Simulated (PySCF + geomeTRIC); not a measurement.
A geometry relaxed with B3LYP-D3(BJ)/def2-TZVP in PySCF + geomeTRIC, charge 0, multiplicity 1:

```xyz
9

H      2.1732    -0.9714     0.4858
H     -1.1880    -1.1047     0.6733
C     -0.5075     0.9137    -0.1142
H     -0.9530     1.4431     0.7199
H     -0.7922    -1.1086    -1.1074
N      1.8482    -0.0044     0.4117
C      0.6236     0.0331     0.1392
C     -0.6517    -0.6348    -0.1428
H     -0.5572     1.4392    -1.0606
```

Write the SMILES of this molecule.

`N=C1CC1`
